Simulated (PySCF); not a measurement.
Spinor energies of Kr⁹⁺ (krypton, charge +9)

Start: [Ar] 3d9; 3d3/2 filled at m_j = -3/2, -1/2, +1/2, +3/2; 3d5/2 filled at m_j = -3/2, -1/2, +1/2, +3/2, +5/2. Calculated with PySCF 2.14 in an even-tempered Gaussian basis (18 s from 0.53 bohr⁻², ratio 2.8; 13 p from 0.69 bohr⁻², ratio 2.8; 9 d from 0.69 bohr⁻², ratio 2.8; 4 f from 4.6 bohr⁻², ratio 3): generalised Hartree-Fock with the X2C-1e Hamiltonian and a Gaussian nucleus; spin-orbit coupling (SO) screened by Boettger's factors.

```tsv
spinor shell	electrons	ε, screened SO (eV)	weight of nominal j (screened SO)	rms radius, screened SO (bohr)
1s1/2	2	-14588.2	1.000	0.0478
2s1/2	2	-2141.2	1.000	0.199
2p1/2	2	-1947.1	1.000	0.174
3s1/2	2	-475.44	1.000	0.558
3p1/2	2	-406.03	0.978	0.563
3p3/2	4	-394.89	0.989	0.573
3d3/2	4	-275.43	0.898	0.573
3d5/2	5	-272.83	0.919	0.577
```

Where does 2p3/2 lie, and what is the 2p spin-orbit splitting (screened SO)?

At -1891.3 eV, 55.779 eV above 2p1/2.

| quantity | screened SO |
| --- | --- |
| E (hartree) | -2761.55828 |
| M_J | 5/2 |
| ⟨J²⟩ | 8.751 |
| ⟨L²⟩ | 6.004 |
| ⟨S²⟩ | 0.753 |

Each row is a mean over spinors that exchange with the open shell spreads, by up to 11.121 eV (3p3/2).

Rows whose weight is well below 1 are mixtures of j = l ± 1/2: exchange outweighs spin-orbit coupling there, and the label is only the starting occupation.
